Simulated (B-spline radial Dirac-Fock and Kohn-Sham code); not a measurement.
**K-line shifts caused by a second vacancy in Ce⁺**

System: cerium as Ce⁺, [Xe] 4f2 5d1 (not the ground configuration).

The computed values come from a radial B-spline solver: ΔSCF Dirac-Fock with Breit, self-energy and vacuum polarisation, finite nucleus, configuration average. Each two-hole energy is an average over J within one jj subconfiguration, not an observable level; in light atoms, where LS coupling holds, the j-resolved values are not observed lines, and for a K spectator the Kα1 hypersatellite is nearly forbidden. Correlation and solid-state effects are left out.

Lines without a spectator: Kα2 (K-L2) 34276.7 eV, Kα1 (K-L3) 34717.9 eV, Kβ3 (K-M2) 39167.0 eV, Kβ1 (K-M3) 39255.4 eV. Shifts in eV with one spectator hole (a dash: not computed, or left out as unreliable):

```
spectator hole     Kα2     Kα1     Kβ3     Kβ1
        K (1s)  +696.9  +727.6  +894.1  +900.9
    L2 (2p1/2)   +80.8  +103.9       –  +213.1
    L3 (2p3/2)   +73.1   +75.2  +180.0       –
    M2 (3p1/2)       –  +13.59  +29.37   +35.2
    M3 (3p3/2)   +9.10       –  +28.41  +28.06
    M4 (3d3/2)   +2.26   -0.87       –       –
    M5 (3d5/2)   -1.69   +0.88       –       –
```

With n spectator holes in 2p, averaged over the 2p shell (energies in eV):

| n | KαLⁿ | step | hypersatellite KαʰLⁿ |
| --- | --- | --- | --- |
| 0 | 34570.8 | – | 35288.1 |
| 1 | 34653.5 | +82.7 | 35372.4 |
| 2 | 34737.5 | +84.0 | 35458.1 |
| 3 | 34822.9 | +85.4 | 35545.1 |
| 4 | 34909.7 | +86.8 | 35633.5 |
| 5 | 34997.8 | +88.2 | 35723.3 |
